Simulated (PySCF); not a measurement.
Level of theory: PySCF with PBE-D3(BJ)/def2-TZVPD // CAM-B3LYP-D3(BJ)/def2-TZVPD. Gas-phase values, no solvent. One relaxed conformer stands for a flexible species; it need not be the lowest. 

Reference species (SMILES): `N(C)(C)[SiH2][O-]` (C–N–Si–O torsion 35°) (charge -1, multiplicity 1).

- HOMO = -0.15 eV

Changed species: `C#C[SiH2][O-]` (X = ethynyl, proton removed; the reference has X = dimethylamino, proton removed).

Q: Predict the effect on the HOMO.

A: the HOMO decreases by 0.14 eV, to -0.29 eV.
